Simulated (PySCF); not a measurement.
## The 10-electron isoelectronic series, spin-free X2C

Calculated with PySCF 2.14 from differences of total energies of unrestricted determinants, without spin-orbit coupling. Each ion has its own even-tempered basis scaled to its charge (19s12p6d5f4g for the first); frozen: nothing. Ionisation energies in eV, correlation energies of the ion in mhartree.

```json
{"ion": "Ru³⁴⁺", "configuration": "[Ne] (1S)", "UHF": "4799.1", "LDA": "4797.0", "PBE": "4797.2", "PBE0": "4798.2", "r2SCAN": "4800.4", "MP2 (all electrons)": "4800.8", "E_corr MP2": "-411.6", "NIST (with spin-orbit, Breit and QED)": "4758 ± 3 (s)"}
{"ion": "Rh³⁵⁺", "configuration": "[Ne] (1S)", "UHF": "5063.4", "LDA": "5061.2", "PBE": "5061.4", "PBE0": "5062.4", "r2SCAN": "5064.7", "MP2 (all electrons)": "5065.1", "E_corr MP2": "-413.4", "NIST (with spin-orbit, Breit and QED)": "5018 ± 3 (s)"}
{"ion": "Pd³⁶⁺", "configuration": "[Ne] (1S)", "UHF": "5335.0", "LDA": "5332.7", "PBE": "5332.9", "PBE0": "5333.9", "r2SCAN": "5336.3", "MP2 (all electrons)": "5336.7", "E_corr MP2": "-414.3", "NIST (with spin-orbit, Breit and QED)": "5284 ± 3 (s)"}
{"ion": "Ag³⁷⁺", "configuration": "[Ne] (1S)", "UHF": "5614.0", "LDA": "5611.5", "PBE": "5611.8", "PBE0": "5612.8", "r2SCAN": "5615.3", "MP2 (all electrons)": "5615.7", "E_corr MP2": "-416.1", "NIST (with spin-orbit, Breit and QED)": "5558 ± 3 (s)"}
{"ion": "Cd³⁸⁺", "configuration": "[Ne] (1S)", "UHF": "5900.3", "LDA": "5897.7", "PBE": "5898.0", "PBE0": "5899.1", "r2SCAN": "5901.6", "MP2 (all electrons)": "5902.0", "E_corr MP2": "-417.6", "NIST (with spin-orbit, Breit and QED)": "5839 ± 3 (s)"}
{"ion": "In³⁹⁺", "configuration": "[Ne] (1S)", "UHF": "6194.0", "LDA": "6191.2", "PBE": "6191.6", "PBE0": "6192.7", "r2SCAN": "6195.3", "MP2 (all electrons)": "6195.8", "E_corr MP2": "-418.8", "NIST (with spin-orbit, Breit and QED)": "6126 ± 3 (s)"}
{"ion": "Sn⁴⁰⁺", "configuration": "[Ne] (1S)", "UHF": "6495.2", "LDA": "6492.2", "PBE": "6492.6", "PBE0": "6493.8", "r2SCAN": "6496.4", "MP2 (all electrons)": "6496.9", "E_corr MP2": "-420.7", "NIST (with spin-orbit, Breit and QED)": "6421 ± 3 (s)"}
{"ion": "Sb⁴¹⁺", "configuration": "[Ne] (1S)", "UHF": "6803.8", "LDA": "6800.7", "PBE": "6801.1", "PBE0": "6802.3", "r2SCAN": "6805.1", "MP2 (all electrons)": "6805.5", "E_corr MP2": "-422.1", "NIST (with spin-orbit, Breit and QED)": "6714 ± 4 (t)"}
{"ion": "Te⁴²⁺", "configuration": "[Ne] (1S)", "UHF": "7119.9", "LDA": "7116.6", "PBE": "7117.1", "PBE0": "7118.3", "r2SCAN": "7121.1", "MP2 (all electrons)": "7121.7", "E_corr MP2": "-424.4", "NIST (with spin-orbit, Breit and QED)": "7022 ± 4 (t)"}
{"ion": "I⁴³⁺", "configuration": "[Ne] (1S)", "UHF": "7443.5", "LDA": "7440.1", "PBE": "7440.7", "PBE0": "7441.9", "r2SCAN": "7444.8", "MP2 (all electrons)": "7445.3", "E_corr MP2": "-425.1", "NIST (with spin-orbit, Breit and QED)": "7337 ± 4 (t)"}
```

Each ion has its own basis, which adds noise of up to about 0.1 % along the series.

NIST values marked (s) are semi-empirical, (t) theoretical. Open shells are high-spin determinants of the terms that Hund's rules give.

Spin-orbit coupling of the open shells is absent from the calculated values and included in NIST's; it grows fast with Z.

At high Z the X2C-1e correlation energies are inflated by the missing two-electron picture change in the 1s pairs.
